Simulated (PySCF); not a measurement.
Si(OSiH3)(F)(Me)2 (C2H9FOSi2), SMILES C[Si](C)(F)O[SiH3].

Geometry: ωB97X-D3(BJ)/def2-SVP. One conformer was computed; it need not be the lowest.

Two levels are set side by side: PBE/def2-TZVP (PySCF) and ωB97X/def2-TZVP (PySCF). Same geometry, gas phase. Differences are taken from unrounded values.

```json
[
 {"quantity": "orbital gap (eV)", "ωB97X": "13.06"},
 {"quantity": "highest occupied level (eV)", "ωB97X": "-10.90"},
 {"quantity": "lowest empty level (eV)", "ωB97X": "2.17"},
 {"quantity": "dipole moment (D)", "ωB97X": "1.67"},
 {"quantity": "mean polarisability (bohr³)", "ωB97X": "74.0"}
]
```

Q: What does PBE give, and how far is it from ωB97X? (The exact figures need the calculation; the answer reports its results.)

A: 
```
quantity                       PBE  PBE minus ωB97X
---------------------------  -----  ---------------
orbital gap (eV)              6.41            -6.65
highest occupied level (eV)  -7.08             3.82
lowest empty level (eV)      -0.67            -2.83
dipole moment (D)             1.64            -0.03
mean polarisability (bohr³)   78.1              4.1
```

PBE's occupied levels lie high since its potential decays too fast outside the molecule; exact exchange lowers them and widens the gap. Loosely held outer electrons make PBE densities more polarisable. Differences between two approximate levels are no errors against the true value.

Rough cost on one machine, each run with all the roots and properties that it gave: ωB97X against PBE within a factor of 2.
